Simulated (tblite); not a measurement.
Species: C6H9FO2.
Z-matrix (Å and degrees, GFN2-xTB geometry), rows numbered from 1:
```
O 
C   1  1.1976
C   2  1.5136  1  125.55
F   3  1.3942  2  106.45  1   179.99
C   3  1.5352  2  112.07  1   -62.03
C   5  1.5311  3  110.36  2    75.15
O   6  1.4071  5  111.60  3    55.95
C   7  1.4072  6  111.50  5   -62.24
C   8  1.5309  7  111.54  6    62.51
H   2  1.1057  1  122.07  3  -179.94
H   5  1.0908  3  110.23  2   -47.05
H   5  1.0922  3  107.37  2  -165.36
H   6  1.0917  5  110.07  3   173.39
H   6  1.0994  5  109.70  3   -66.44
H   8  1.0915  7  106.02  6  -177.53
H   8  1.0992  7  110.10  6   -59.59
H   9  1.0908  3  110.26  2    47.21
H   9  1.0922  3  107.42  2   165.55
```

Calculated harmonic vibrations of the isolated species, GFN2-xTB (tblite), most abundant isotopes, no scaling. The method is semi-empirical: single wavenumbers can be off by several per cent or more. One conformer, not necessarily the lowest.

Q: How many normal modes are there?

A: 18 atoms, non-linear: 3N − 6 = 48.

Q: What is the point group of the computed structure, and how do the modes divide by symmetry?

A: Cs. The vibrations span 27 a′ + 21 a″.

Q: How many distinct wavenumbers does the calculation give?

A: 48: Cs has no degenerate species.

Q: How many fundamentals are allowed in the infrared by symmetry?

A: 48 of 48: in Cs every mode is allowed. All fundamentals are allowed in the Raman spectrum.

Q: Which of the modes above 1550 cm⁻¹ are stretches that can be named?

A: C=O 1793; formyl C–H 2797; sp3 C–H 2889, 2891, 2985, 2986, 2989, 2990, 2998, 3001 cm⁻¹.

Q: Zero-point energy?

A: ½Σν̃ = 31286 cm⁻¹ = 3.879 eV (48 modes); those above 1550 cm⁻¹ give 1.756 eV of it.

Q: How are the modes spread over the spectrum?

A: 3 under 200 cm⁻¹; 8 from 200 to 600 cm⁻¹; 8 from 600 to 1000 cm⁻¹; 19 from 1000 to 1550 cm⁻¹; 1 from 1550 to 2000 cm⁻¹; 9 above 2600 cm⁻¹.

Q: What thermal excitation has the softest real mode at 298.15 K?

A: 77.6 cm⁻¹ is a vibrational temperature θ of 112 K. The population of v = 1 over v = 0 is exp(−θ/T) = 0.69, and the mean quantum number is 2.2.
